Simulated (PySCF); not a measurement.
**Working out the ionisation energy of Mn**

Mn [Ar] 3d5 4s2 (6S) → Mn⁺ [Ar] 3d5 4s1 (7S). All numbers are calculated (PySCF 2.14, the spin-free X2C one-electron Hamiltonian (Gaussian nucleus), in jorge-DZP-DKH (8s6p2d1f, 43 functions)). Frozen: [Ar]. Energies in hartree (1 hartree = 27.21139 eV):

```csv
part,Mn (lower),Mn⁺ (upper)
UHF,-1157.141786,-1156.923097
MP2 opposite-spin,-0.026948,0.000000
MP2 same-spin,-0.035046,-0.035534
```

Problem. What does Hartree-Fock give?

Solution. (-1156.923097) − (-1157.141786) = 0.218689 hartree = 5.951 eV.

Problem. What do MP2 and SCS-MP2 (6/5 opposite-spin, 1/3 same-spin) give?

Solution. The opposite-spin parts differ by 0.733 eV and the same-spin parts by -0.013 eV. MP2: 5.951 + (0.733) + (-0.013) = 6.671 eV. SCS-MP2: 5.951 + 1.2 × (0.733) + (-0.013)/3 = 6.826 eV.

Measured between the centres of the two terms (NIST): 7.434 eV, so MP2 (valence) is off by -0.763 eV.

A double-zeta basis recovers only part of the correlation energy.

What remains against the reference includes basis incompleteness, the frozen core and correlation beyond second order.
